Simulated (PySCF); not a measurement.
Polarisability and C₆ of Cu (copper, neutral)

[Ar] 3d10 4s1, 2S determinant. Calculation: PySCF 2.14, in aug-cc-pVTZ-DK; scalar relativity by spin-free X2C-1e. Coupled (time-dependent) response in atomic units; α is the mean over directions.

```csv
method,mean α (bohr³),C₆ (like pair),S(−4)
UHF,71.42,494.8,5172
PBE,40.50,241.5,1373
PBE0,44.67,272.6,1753
M06-2X,46.64,278.0,2106
```

S(−4) is the Cauchy moment in α(ω) = α(0) + S(−4) ω² + …

Reference α: 46.5 ± 0.5 bohr³ (recommended; Schwerdtfeger and Nagle, table of static dipole polarizabilities (2023 update)). Published C₆: 253.0 (Chu and Dalgarno (2004); Tang, Norbeck and Certain (1976)).

Hartree-Fock lies above the reference because it lacks correlation, which contracts the outer shell.

α(iu) at UHF:

```
u (hartree)  α(iu) (bohr³)
          0          71.42
     0.0500          60.63
      0.100          42.51
      0.200          21.17
      0.300          12.73
      0.500          6.642
      0.750          4.121
       1.00          3.018
       1.50          1.967
       2.00          1.426
       3.00         0.8641
       5.00         0.4256
```

A single London oscillator, α(iu) = α/(1 + u²/ω²), gives C₆ = (3/4) ω α². Matching the computed C₆ needs ω = 4 × 494.8 / (3 × 71.42²) = 0.129 hartree.
